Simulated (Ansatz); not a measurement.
FH₂SeSi, SMILES `F[SiH][SeH]` radical, 5 atoms. The species carries charge 0 and has multiplicity 2. Correlated methods include outer-core shells of Se, which these sets cover unevenly. Scalar relativity is left out up to krypton. All runs use 2 threads of a server CPU on a shared host. Correlated methods freeze the cores. Open-shell runs search over several starts.

Task: Give the basis size and wall time and peak host memory of each of these runs in Ansatz. UKS PBE-QIDH (frozen core)/def2-TZVPP energy; UKS PBE0-D4/def2-TZVP frequencies; UKS ωB97M-V/def2-SVP energy; UHF-CCSD(T)/def2-SVP energy; UKS ωB97M-V/def2-QZVPP energy; UHF-MP2/def2-QZVPP energy; UKS ωB97X-V/def2-TZVPP energy; UKS ωB97M-V/def2-TZVPP energy and forces; UKS PBE0-D4/def2-QZVPP energy; UKS PBE0-D4/def2-SVP energy; direct RPA on PBE orbitals/def2-TZVPP energy; UHF-CCSD(T)/def2-TZVPP energy. (An estimate is asked.)

Result: The calculation gave: Other jobs shared the machine, so times are rough.

```csv
level,job,functions,wall time,peak host memory (GiB)
UKS PBE0-D4/def2-SVP,energy,74,4.3 s,0.18
direct RPA on PBE orbitals/def2-TZVPP,energy,149,11 s,0.32
UKS PBE-QIDH (frozen core)/def2-TZVPP,energy,149,12 s,0.37
UHF-CCSD(T)/def2-SVP,energy,74,16 s,0.32
UKS ωB97M-V/def2-SVP,energy,74,17 s,0.32
UKS PBE0-D4/def2-QZVPP,energy,276,22 s,0.9
UKS ωB97X-V/def2-TZVPP,energy,149,24 s,0.57
UHF-MP2/def2-QZVPP,energy,276,34 s,0.98
UKS ωB97M-V/def2-TZVPP,energy and forces,149,35 s,0.6
UKS ωB97M-V/def2-QZVPP,energy,276,61 s,1.1
UKS PBE0-D4/def2-TZVP,frequencies,128,3.5 min,0.32
UHF-CCSD(T)/def2-TZVPP,energy,149,4 min,2.3
```
